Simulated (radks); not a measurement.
Cr20+, configuration [He] 2s2.

All-electron calculation, Dirac Kohn-Sham, LDA (Slater exchange, Perdew-Wang correlation), spin-unpolarised, spherical densities, finite nucleus; Fermi nuclear charge, rms radius 3.6452 fm. Program: a radial shooting solver on a logarithmic mesh with Libxc functionals.

Energy parts (Ry):
part                       energy
total                 -1373.17532
kinetic                1394.52425
electron-nucleus      -2844.52030
Hartree                 111.44214
exchange-correlation    -34.62142

Orbitals (lengths in bohr, moments of r in powers of bohr):
| orbital | occ. | eigenvalue (Ry) | <1/r> |
|---|---|---|---|
| 1s1/2 | 2 | -519.4745 | 23.95 |
| 2s1/2 | 2 | -117.0541 | 5.679 |

The highest occupied level is 2s1/2 at -1592.6 eV. The electron density at the nucleus is 1.157e+04 e/bohr^3. For comparison, the ionisation energy in NIST's Atomic Spectra Database is 1634.1 eV (semi-empirical). In exact Kohn-Sham theory the highest level is minus the ionisation energy, but local and semilocal functionals leave it too shallow, through self-interaction and a potential that decays too fast; potentials with the right tail come closer.
